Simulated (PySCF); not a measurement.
Structure from NMR data

An unknown has the formula C₅H₁₀O₄. Its calculated NMR data are:

$^{1}$H NMR (500 MHz, computed): δ 5.42 (m, 2H), 5.39 (s, 1H), 5.20 (m, 2H), 3.80 (q, 2H), 1.36 (t, 3H).

$^{13}$C{$^{1}$H} NMR (computed): δ 117.7 (CH), 94.4 (CH2), 66.0 (CH2), 17.0 (CH3).

Computed data (PySCF 2.14.0 with density-fitted response routines): coordinates at the GFN2-xTB level, PBE0/pcSseg-1 with gauge-including orbitals. Fast rotation and ring inversion assumed for equivalent nuclei, no solvent model, single conformer, relativity neglected.

Chemical shifts δ = σref − σ; $^{1}$H (31.72 ppm) and $^{13}$C (186.93 ppm) vs TMS, all at this level.

**Question.** Deduce the structure.

**Answer.** 
- Rings plus π bonds: 1 (1 ring in the answer).
- 4 carbon signals for 5 carbons: some carbons are equivalent by symmetry or fast rotation.
- Carbon types of the structure: 1 × CH, 3 × CH2, 1 × CH3, which accounts for all hydrogens.
- δC 117.7, 94.4: sp3 carbon bearing two oxygens.
- δC 66.0: sp3 CH2 bonded to O; pulled downfield by the heteroatom.
- δC 17.0: methyl carbon; aliphatic region, no heteroatom directly attached.
- δH 5.42, 5.39, 5.20: hydrogen on an sp3 carbon bearing two oxygens; its carbon carries O, hence the downfield position.
- δH 3.80: hydrogen on an sp3 CH2 bonded to O; its carbon carries O, which withdraws density.
- δH 1.36: hydrogen on a methyl carbon.

The compound is `CCOC1OCOCO1`.

The shifts were computed for this structure.

Shifts are as computed. Against solution values, carbons near 30 ppm lie about +3 ppm off and those near 130 ppm about +5 ppm. Of 1211 compounds with measured shifts, 218 miss one by over three times the rms of a fit or turn the order of signals round; such compounds aren't used in these exercises. No couplings were computed; multiplicities are counted from neighbouring protons, with m where these are inequivalent, close in shift, in a saturated or five-membered ring or joined by F or P, and br s for small geminal =CH2 splittings.
